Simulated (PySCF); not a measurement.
Atoms are numbered as in `[H]/[N:1]=[CH:2]\[C:3]1=[CH:4][SiH2:5][S:6]1`; H(Xn) means a hydrogen on atom n.

Geometry: PBE0-D3(BJ)/def2-SVP; GIAO absolute shieldings from PySCF 2.14, gas phase, non-relativistic, averaged over equivalent atoms.

At PBE0/def2-SVP (117 basis functions, 12 s wall time on 1 thread of an Arm Neoverse V1, shared host):
```
 atoms  σ (ppm)
    N1    -74.2
    C3     29.9
    C2     36.0
    C4     74.7
   Si5    436.1
    S6    650.2
 H(N1)    20.55
 H(C2)    23.61
 H(C4)    25.56
H(Si5)    25.98
```

Question: Predict the values at PBE0/IGLO-III on the same geometry.

Answer: 
```tsv
atoms	σ at PBE0/IGLO-III	change
N1	-96.2	-22.0
C3	7.6	-22.3
C2	11.2	-24.8
C4	56.0	-18.7
Si5	382.3	-53.8
S6	579.7	-70.5
H(N1)	21.20	+0.65
H(C2)	23.16	-0.45
H(C4)	25.35	-0.21
H(Si5)	25.81	-0.17
```

The largest change is at S6 (sulfur bonded to C, Si, in a 4-membered ring). Cost: 278 basis functions, 42 s wall time on 1 thread of an Arm Neoverse V1, shared host. The order of the carbon signals is the same at both levels.
